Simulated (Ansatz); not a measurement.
The same path of BrCl2H4NSi2 (10 atoms, charge 0, multiplicity 1) was run twice with different band settings. The coordinate that changes most is the dihedral H8–N1–Si2–Br4.

All numbers below come from Ansatz, RKS PBE0-D4/def2-SVP.

Relaxed end points:

```xyz
10
Properties=species:S:1:pos:R:3
N 0.814 -1.664 -0.295
Si -0.246 -0.361 -0.626
Cl 0.089 0.570 -2.455
Br -2.297 -1.213 -0.659
Si -0.102 1.291 1.017
Cl -1.351 2.846 0.465
H 0.611 -2.584 -0.671
H 1.814 -1.498 -0.240
H -0.543 0.754 2.336
H 1.295 1.807 1.131
```

```xyz
10
Properties=species:S:1:pos:R:3
N 0.943 -1.577 -0.375
Si -0.167 -0.310 -0.680
Cl 0.422 0.553 -2.460
Br -2.296 -0.968 -0.911
Si -0.130 1.273 1.037
Cl -1.634 2.648 0.675
H 0.831 -2.156 0.451
H 1.309 -2.114 -1.156
H -0.375 0.617 2.355
H 1.180 1.983 1.069
```

Common settings: movable images 7; climbing image yes; spring 5.0 eV/Å²; optimiser quadratic models (default); start path through a guess of the saddle point; end points relaxed.

| run | force threshold | iteration limit |
| --- | --- | --- |
| 1 | 0.05 eV/Å | 33 |
| 2 | 0.5 eV/Å | 35 |

**Question.** What does each run give, and how far can it be trusted?

**Answer.** Run 1: converged after 8 iterations, highest image 0.025 eV above the first end. A vibrational analysis at the climbing image gives one clearly imaginary mode, 140i cm⁻¹: a first-order saddle point.
Run 2: converged after 4 iterations, highest image 0.060 eV above the first end. The threshold of 0.5 eV/Å is loose, so the images may lie well off the minimum-energy path. The order of the stationary point at the top wasn't checked.
